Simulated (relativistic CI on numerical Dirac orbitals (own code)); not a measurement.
Hyperfine structure of Sm16+, mass number 147

Method of calculation: Dirac-Coulomb-Breit CI, orbitals from a KLI potential per configuration, QED by a radiative potential, unscaled Slater integrals (own radial code, finite nucleus).

CI space (outside the closed core [Ar] 3d10): 4s2 4p6 4d10, 4s2 4p6 4d9 4f, 4s2 4p6 4d9 5s, 4s2 4p5 4d10 4f, 4s2 4p6 4d9 5p, 4s 4p6 4d10 4f, 4s2 4p6 4d9 5d, 4s2 4p5 4d10 5s, 4s2 4p6 4d9 5f. Double excitations out of closed p, d and f shells are left out; levels of such configurations are missing from the list, as are those of other unlisted configurations, and high levels can miss mixing partners.

Nuclear spin I = 7/2, μ = -0.809 μN, Q = -0.26 b (tables of Stone and Pyykkö). The electronic factors are computed for point nuclear moments, without core polarisation or the Bohr-Weisskopf and QED corrections.

```tsv
Level	E (eV)	A (MHz)	B (MHz)
4s2 4p6 4d9 4f 3P°_1	129.150	-50.3	-192
4s2 4p6 4d9 4f 3P°_2	130.987	50.03	-298
4s2 4p6 4d9 4f 3H°_6	132.754	-473.1	1600
4s2 4p6 4d9 4f 3H°_5	133.051	-615.9	1620
4s2 4p6 4d9 4f 3F°_3	134.929	-515.9	-332
4s2 4p6 4d9 4f 3F°_4	135.840	-465.1	-521
4s2 4p6 4d9 4f 3D°_1	137.055	302.4	-284
4s2 4p6 4d9 4f 3G°_5	137.166	-496	894
```

Levels with J = 0, under 50 % of one LS term, or S terms without an open s electron are left out. Small factors come from cancelling terms and can be off by tens of per cent or more.

At this charge energies of transitions that change n are usually good to better than 1 %, and those within a shell (Δn = 0) to a few per cent.

**Question.** Give the hyperfine levels of 4s2 4p6 4d9 4f 3H°_6 relative to its centre of gravity.

**Answer.** With K = F(F + 1) − I(I + 1) − J(J + 1), E = AK/2 + B[¾K(K + 1) − I(I + 1)J(J + 1)]/[2I(2I − 1)J(2J − 1)]: F = 5/2: 12230, F = 7/2: 10300, F = 9/2: 7882, F = 11/2: 5022, F = 13/2: 1777, F = 15/2: -1784, F = 17/2: -5584, F = 19/2: -9534 MHz.

LS names give the leading component of a level, which can be under half, so a name can repeat, a term be missing and a line seem to break the LS rules.
